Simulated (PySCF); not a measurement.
IrSCl: fields on a plane

All numbers come from PySCF, UPBE0, basis Ir def2-SVP with ECP60, S def2-SVP, Cl def2-SVP (scalar-relativistic core potentials, no spin–orbit coupling, density fitting).

The quintet minimum has Ir–Cl 2.305 Å, Ir–S 2.151 Å; Cl–Ir–S 180.0°.

The plane holds Ir1 at (0.00, 0.00), S2 at (2.15, 0.00), Cl3 at (-2.30, 0.00) Å. Columns run from x = -4.35 to 4.35 Å, rows from y = 2.25 (top) to -1.95 Å, in steps of 0.3 Å. Other isomers or separated fragments may lie lower. Core electrons replaced by a potential are absent, the electrostatic potential uses the reduced nuclear charge, and values within about 0.7 Å of such atoms have no physical meaning.

Give the electrostatic potential (V) (cut at 20 V). Lower edges of the bins (V): '0' -0.72, '1' -0.59, '2' -0.40, '3' -0.09, '4' 0.40, '5' 1.17, '6' 2.39, '7' 4.33, '8' 7.41, '9' 12.28; top 20.0.


```
221111122334444444443333333333
211100012334455554444333333333
110000012344566665544444333333
110012344445677776555555433333
100135676656789987667787653322
101468999877999999889999864322
112589999988999999999999975332
113699999999999999999999985432
113699999999999999999999985432
112589999988999999999999975332
101468999877999999889999864322
100135676656789987667787653322
110012344445677776555555433333
110000012344566665544444333333
211100012334455554444333333333
```

Give the spin density (e/Å³) (cut at ±0.5 e/Å³). Lower edges of the bins (e/Å³): '0' -0.025, '1' 0.028, '2' 0.080, '3' 0.133, '4' 0.185, '5' 0.238, '6' 0.290, '7' 0.343, '8' 0.395, '9' 0.448; top 0.50.


```
000000000000000000000000000000
000000000000000000000000000000
000000000000000000000000000000
000000000000011110000111000000
000000000000122210001222100000
000000110000244431002454200000
000001110001493493002344200000
000000030001691196000190000000
000000030001691196000190000000
000001110001493493002344200000
000000110000244431002454200000
000000000000122210001222100000
000000000000011110000111000000
000000000000000000000000000000
000000000000000000000000000000
```

With open d or f shells other occupations or spin states may lie lower. With an element this heavy the missing spin–orbit coupling can shift these numbers.
